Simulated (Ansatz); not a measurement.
Br2Si (SMILES Br[Si]Br), singlet, geometry from GFN2-xTB; R2SCAN/STO-3G (Ansatz, a program for electronic structure).

Input for Ansatz:
Ansatz 0.2 input:
```yaml
crystal:
  periodic: [false, false, false]
  atoms:
    - {symbol: Si, position_ang: [-0.02306863, -0.00441753, 1.20707901]}
    - {symbol: Br, position_ang: [0.95296278, -1.45162520, -0.22860751]}
    - {symbol: Br, position_ang: [-0.94373533, 1.45339221, -0.25422409]}
basis:
  gaussian:
    orbitals: STO-3G
    final_grid: {core_spheres: 6, valence_spheres: 12, degree: 29}
hamiltonian:
  xc: r2scan
```

Output, abridged:

```
Functional definition: r2SCAN
451 factors; integrals over basis functions are off by at most 1.3e-5 eV
mean field evaluation 1: about -146350.3148 eV, gradient 1.9e1 eV
mean field evaluation 2: about -146339.6562 eV, gradient 5.3e1 eV
mean field evaluation 4: about -146352.4874 eV, gradient 4.4e-1 eV
mean field evaluation 8: about -146352.5624 eV, gradient 9.3e-5 eV
mean field -146352.56239522 eV, -5378.3574666948 hartree, gradient 5.7e-5 eV, S^2 0.000000; 0 other end points of the search recorded, 0 dependent functions left out
reference -146352.56239953 eV, -5378.3574668531 hartree; 42, 42 occupied and 3, 3 virtual orbitals, 451 factors
Total energy: -146352.56239953 eV, -5378.3574668531 hartree
```
